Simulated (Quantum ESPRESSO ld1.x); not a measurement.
Q: These are the eigenvalues of the occupied orbitals of an atom or ion with whole-number occupations (eV). Calculated with ld1.x of Quantum ESPRESSO 7.5: scalar-relativistic Kohn-Sham, LDA (Slater exchange, Perdew-Zunger correlation), spin-polarised, spherical densities, point nucleus.

1s up: -6293.21
1s down: -6293.16
2s up: -1064.92
2s down: -1064.86
2p up: -963.837
2p down: -963.773
7p up: -57.3112

Which element is it, and in what charge state? The configuration may be excited. Open shells, if any, are filled with parallel spins first.

A: Z = 24, chromium, charge +13: Cr13+ in [Ne] 7p1. The list shows which subshells hold electrons but not how many an open one holds; the 1s level, -231.27 hartree, gives Z - s = 21.5 by -(Z - s)^2/2, which with screening and relativity narrows Z to a few neighbours, and the depths of the outer levels then fix element, charge and occupations together.
